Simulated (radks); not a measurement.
The numbers below are computed, except where a source is named.
Question: Numerical settings for the platinum ion Pt3+, [Xe] 4f14 5d7. Code: a radial shooting solver on a logarithmic mesh with Libxc functionals. Model: scalar-relativistic Kohn-Sham, r2SCAN, spin-unpolarised, spherical densities, finite nucleus; meta-GGA in the generalised Kohn-Sham scheme; Fermi nuclear charge, rms radius 5.427 fm. The defaults (mesh step 0.008 in ln r, mesh end at 40 bohr or more with all orbitals vanishing there, Anderson mixing 0.5 over 9 steps, residual threshold near 1e-9 with the energy settled to 1e-9 hartree or 1e-11 of itself, here a cap of 84 iterations) give E = -18409.495 hartree and 5d at -38.902 eV in 11 iterations. Times are rough (one thread of a shared host). One setting is changed at a time: mesh step in ln r 0.02; mesh step in ln r 0.05; mesh step in ln r 0.005; mesh end (bohr) 2; mesh end (bohr) 1; residual threshold 0.1; residual threshold 1e-16; mixing 0.2; linear mixing, mixing 0.2; linear mixing, mixing 0.05; mixing history 2; iteration cap 3. Which runs fail to converge, and which converge to a wrong energy?

Answer: Not converged within the cap: residual threshold 1e-16; linear mixing, mixing 0.05; iteration cap 3. Settled on a wrong energy, with an occupied level pushed above zero by the early mesh end: mesh end (bohr) 1 (+215 hartree). Apart from these: settings that end as converged yet miss the energy by more than 1 mhartree: mesh step in ln r 0.05 (+0.00364 hartree); mesh end (bohr) 2 (+6.17 hartree).
